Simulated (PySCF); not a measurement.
Te(OH)(GeH3) (GeH₄OTe), SMILES O[Te][GeH3]. Geometry optimised at PBE0-D3(BJ)/def2-SVP. The structure was generated by enumeration, and PubChem lists no compound with its InChIKey, so it may never have been made. The def2 effective core potentials stand for the cores of Te; spin–orbit coupling is left out. One conformer was computed; it need not be the lowest.

These are PBE0-D3(BJ)/def2-SVP run with PySCF values and carry that method's errors.

Harmonic wavenumbers (cm⁻¹): 98, 109, 238, 337, 489, 509, 594, 798, 865, 882, 1018, 2149, 2160, 2170, 3861. Rotational constants (GHz): 7.452, 1.471, 1.253; symmetry number 1.

**Question.** Work out the zero-point energy and the ideal-gas rigid-rotor harmonic-oscillator thermochemistry at 298.15 K and 1 atm.

**Answer.** ZPE = ½ Σ hcν = ½ × 16276 cm⁻¹ = 97.35 kJ/mol. H − E(el) = 115.62 kJ/mol. Entropy in J/(mol K): translation 176.03, rotation 115.27, vibration 51.09, total 342.39. G − E(el) = 13.54 kJ/mol. Cp = 87.37 J/(mol K). Modes under 150 cm⁻¹ make the vibrational entropy uncertain.
